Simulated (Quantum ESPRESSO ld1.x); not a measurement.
Question: These are the eigenvalues of the occupied orbitals of an atom or ion with whole-number occupations (hartree). Calculated with ld1.x of Quantum ESPRESSO 7.5: scalar-relativistic Kohn-Sham, LDA (Slater exchange, VWN5 correlation), spin-polarised, spherical densities, point nucleus.

1s up: -102.4758
1s down: -102.4571
2s up: -10.9030
2s down: -10.8824
2p up: -8.7039
2p down: -8.6785
3s up: -2.2048
3s down: -2.1008
3p up: -1.7019

Which element is it, and in what charge state? The configuration may be excited. Open shells, if any, are filled with parallel spins first.

Answer: Z = 17, chlorine, charge +3: Cl3+ in [Ne] 3s2 3p2. The list shows which subshells hold electrons but not how many an open one holds; the 1s level, -102.48 hartree, gives Z - s = 14.3 by -(Z - s)^2/2, which with screening and relativity narrows Z to a few neighbours, and the depths of the outer levels then fix element, charge and occupations together.
